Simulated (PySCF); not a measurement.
Isomers C2H8O3Si3:

A. SMILES C#C[Si@@](O)(O[SiH3])[SiH2]O
B. SMILES [SiH3]C#C[Si](O)(O)O[SiH3]
C. SMILES C#C[Si@@H](O[SiH3])O[SiH2]O
D. SMILES [SiH3]OC1=CO[SiH2][SiH2]O1

Spectrum 1. ¹³C{¹H} NMR (computed): δ 96.7 (CH), 90.1 (C).

Spectrum 2. ¹³C{¹H} NMR (computed): δ 149.7 (C), 112.0 (CH).

Spectrum 3. ¹³C{¹H} NMR (computed): δ 118.2 (C), 104.8 (C).

Spectrum 4. ¹³C{¹H} NMR (computed): δ 97.7 (CH), 92.3 (C).

Level of theory: geometry from GFN2-xTB, shielding tensors at PBE0/pcSseg-1 (GIAO), in PySCF (averaged over atoms made equivalent by symmetry, fast rotation or ring inversion, one conformer, no relativistic terms, in vacuum).

Referencing at the same level of theory: TMS for ¹³C. Shifts are as computed. Against solution values, carbons near 30 ppm lie about +3 ppm off and those near 130 ppm about +5 ppm. Of 1211 compounds with measured shifts, 218 miss one by over three times the rms of a fit or turn the order of signals round; such compounds aren't used in these exercises.

Problem. Which spectrum belongs to which compound?

Solution. 1–C, 2–D, 3–B, 4–A.

- Spectrum 1 (C): 2 ¹³C signals; δC 96.7 is a terminal alkyne carbon; δC 90.1 is an alkyne carbon.
- Spectrum 2 (D): 2 ¹³C signals; δC 149.7 is an alkene carbon bearing oxygen; δC 112.0 is an alkene carbon bearing oxygen.
- Spectrum 3 (B): 2 ¹³C signals; δC 104.8 is an alkyne carbon; δC 118.2 is an alkyne carbon.
- Spectrum 4 (A): 2 ¹³C signals; δC 97.7 is a terminal alkyne carbon; δC 92.3 is an alkyne carbon.
